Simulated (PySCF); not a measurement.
Species: C5H8FO (doublet state).
SMILES with atom numbers: `[CH3:1][C@@H:2]([OH:3])/[CH:4]=[CH:5]\[CH:6][F:7]` (hydrogens: H8, H9, H10 on C1; H11 on C2; H12 on O3; H13 on C4; H14 on C5; H15 on C6)

Geometry (GFN2-xTB, Å), atoms numbered from 1 in this order:
```xyz
15
C5H8FO angstrom
C     -1.491    0.735    0.039
C     -0.615   -0.363    0.672
O     -1.412   -1.377    1.244
C      0.335   -0.915   -0.341
C      1.521   -0.338   -0.741
C      2.096    0.825   -0.305
F      1.539    1.622    0.623
H     -2.027    0.338   -0.823
H     -0.875    1.568   -0.283
H     -2.211    1.090    0.773
H     -0.067    0.069    1.516
H     -1.977   -1.751    0.558
H      0.044   -1.850   -0.798
H      2.098   -0.857   -1.496
H      3.037    1.212   -0.660
```

The hyperfine couplings belong to this conformer and change with its torsions.

Level of theory: UKS B3LYP, pcH-1 on C F H O, non-relativistic, mean-field spin-orbit, GIAO (PySCF 2.14.0). The structure is a single GFN2-xTB conformer in the gas phase; no vibrational or solvent corrections. Couplings are sensitive to structure, and on GFN2-xTB geometries they can be far from those on DFT ones. The SCF solution wasn't tested for stability. ⟨S²⟩ is 0.775 where a pure state has 0.75.

(1) Match the computed a_iso(13C) values +62.1, +58.8, -48.1, +40.0, -19.9 MHz with the sites C1; C2; C4; C5; C6.

Results:

(1) 
```
site  a_iso (MHz)  ρ(0) (bohr⁻³)                 position  distance from C4 (Å)  spin population  largest |T| (MHz)
  C1        +40.0        +0.0356          2 bonds from C4                  2.49            +0.02                5.8
  C2        -19.9        -0.0177           1 bond from C4                  1.49            -0.05                1.0
  C4        +58.8        +0.0523  largest spin population                  0.00            +0.68              104.0
  C5        -48.1        -0.0428           1 bond from C6                  1.38            -0.26               28.7
  C6        +62.1        +0.0552         a main spin site                  2.48            +0.59              104.1
```

ρ(0) is the spin density at the nucleus and T the dipolar tensor; entries for several nuclei are means. The largest Mulliken spin populations are on C4 (+0.68), C6 (+0.59) and C5 (-0.26). The angles at C4 add up to 360.0°, so it is planar; its axial dipolar tensor and the negative coupling of its proton fit spin in a p orbital normal to that plane. Main spin sites, with 60 % or more of the largest population: C4, C6; positions count bonds from the nearest.

Class means assume fast exchange of nuclei equivalent by connectivity; if that motion is slow, each nucleus keeps its own coupling. The three 1H nuclei of mean +3.0 MHz run from -1.8 to 11.9 MHz in the frozen geometry.

C6, the radical centre as drawn in `C[C@@H](O)/C=C\[CH]F`, holds a spin population of +0.59 out of 1.
